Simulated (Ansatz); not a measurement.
Born–Oppenheimer molecular dynamics of Cl₂GeH₂ (5 atoms, charge 0, multiplicity 1). It starts from a relaxed structure.

These are results of RKS PBE0/def2-SVP (Ansatz), not measurements.

| Property | Result |
| --- | --- |
| ensemble | NVE (velocity Verlet) |
| time step | 4 fs |
| steps asked | 40 |
| starting velocities drawn for | 300 K |
| seed | 258209 |

First frame:

```xyz
5
Properties=species:S:1:pos:R:3
Ge -0.009 -0.016 0.013
H 0.032 0.056 1.541
Cl 2.016 0.001 -0.712
Cl -1.006 1.745 -0.713
H -0.715 -1.239 -0.574
```

Question: What does the run give?

Answer: The run went to its last step.

```json
{
 "steps done": "40",
 "time covered": "160 fs",
 "mean temperature over the second half": "174 K",
 "spread of the potential energy over the second half": "6.1 meV per atom",
 "mean potential energy of the second half above the start": "17.7 meV per atom"
}
```

The conserved energy wandered by up to 16.8 meV per atom (net 16.8 meV per atom), which is poor conservation. A step of 4 fs is long for free X–H stretches (periods near 10 fs) and can bias their spread and the temperature. A run of 0.16 ps of so small a system gives no equilibrium averages.

Question: What happens to the structure?

Answer: The same pairs are bonded in the first frame and the last. Pairs count as bonded within 1.25 times the sum of covalent radii (0.12 Å more for H–H). This is one draw of velocities; another would differ in detail.

Question: How do temperature and energy run in time?

Answer: 
```json
{"time (fs)": "0", "T (K)": "300", "potential energy less start (eV)": "0.000", "conserved less start (meV/atom)": "0.00"}
{"time (fs)": "12", "T (K)": "110", "potential energy less start (eV)": "0.087", "conserved less start (meV/atom)": "2.69"}
{"time (fs)": "24", "T (K)": "163", "potential energy less start (eV)": "0.090", "conserved less start (meV/atom)": "7.41"}
{"time (fs)": "36", "T (K)": "162", "potential energy less start (eV)": "0.118", "conserved less start (meV/atom)": "12.91"}
{"time (fs)": "48", "T (K)": "72", "potential energy less start (eV)": "0.172", "conserved less start (meV/atom)": "16.68"}
{"time (fs)": "60", "T (K)": "121", "potential energy less start (eV)": "0.151", "conserved less start (meV/atom)": "16.33"}
{"time (fs)": "72", "T (K)": "108", "potential energy less start (eV)": "0.152", "conserved less start (meV/atom)": "15.60"}
{"time (fs)": "84", "T (K)": "218", "potential energy less start (eV)": "0.092", "conserved less start (meV/atom)": "12.07"}
{"time (fs)": "96", "T (K)": "111", "potential energy less start (eV)": "0.113", "conserved less start (meV/atom)": "7.99"}
{"time (fs)": "108", "T (K)": "237", "potential energy less start (eV)": "0.039", "conserved less start (meV/atom)": "2.83"}
{"time (fs)": "120", "T (K)": "202", "potential energy less start (eV)": "0.051", "conserved less start (meV/atom)": "2.50"}
{"time (fs)": "132", "T (K)": "132", "potential energy less start (eV)": "0.091", "conserved less start (meV/atom)": "5.13"}
{"time (fs)": "144", "T (K)": "194", "potential energy less start (eV)": "0.082", "conserved less start (meV/atom)": "8.22"}
{"time (fs)": "156", "T (K)": "158", "potential energy less start (eV)": "0.113", "conserved less start (meV/atom)": "11.52"}
```

Run time: 40 s on 1 thread of AMD EPYC 9R45 96-Core Processor (Zen 5), on a shared host, peak memory 0.18 GiB.
